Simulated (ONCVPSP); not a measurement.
**Transferability test, ONCV potential for W**

```json
{
 "Element": "W",
 "Generator": "ONCVPSP 4.0.1",
 "Type": "optimised norm-conserving Vanderbilt (ONCV)",
 "Functional": "LDA (Perdew-Wang 92)",
 "Relativity": "scalar-relativistic",
 "Frozen core": "[Kr] 4d10 4f14",
 "Valence charge": "14",
 "Reference configuration": "5s2 5p6 5d4 6s2",
 "Partial waves": "5s+6s: rc 1.70 bohr, ncon 5, nbas 8, qcut 7.3 1/bohr, 2 projectors; 5p: rc 2.10 bohr, ncon 3, nbas 6, qcut 6.8 1/bohr, 1 projector; 5d: rc 2.60 bohr, ncon 4, nbas 9, qcut 6.2 1/bohr, 3 projectors, debl 2.3 Ha",
 "Local potential": "polynomial inside 1.65 bohr (lpopt 5, dvloc0 0 Ha)",
 "Core correction": "Teter function, fcfact 2, rcfact 1.6"
}
```

Energies are relative to the spin-unpolarised reference configuration 5s2 5p6 5d4 6s2; without spin polarisation the order of configurations can differ from experiment.

```
valence configuration  charge  ΔE all-electron (eV)  error AE − PS (meV)
      5s2 5p6 5d4 6s0      +2                25.144                 -6.9
      5s2 5p6 5d3 6s0      +3                50.849                  -13
```

**Question.** What are ΔE and the potential's error for 5s2 5p6 5d5 6s1?

**Answer.** ΔE = 1.543 eV all-electron; the error (AE − PS) is -3.2 meV.

**Question.** What are ΔE and the potential's error for 5s2 5p6 5d4 6s1?

**Answer.** ΔE = 9.125 eV all-electron; the error (AE − PS) is -2.7 meV.

Levels in the configuration 5s2 5p6 5d3 6s0:

```tsv
level	all-electron (eV)	pseudo (eV)
5s	-108.309	-108.385
5p	-72.121	-72.187
5d	-31.437	-31.439
```
